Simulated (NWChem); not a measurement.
System: boron oxyfluoride (BOF); SMILES B(F)=O

Problem. Give the equilibrium geometry at PBE-D3(BJ)/def2-SVP (NWChem) as a Z-matrix, with the point group.

Solution. point group C*v; any orientation.
```
B
O 1 1.2189
F 1 1.2942 2 180.00
```
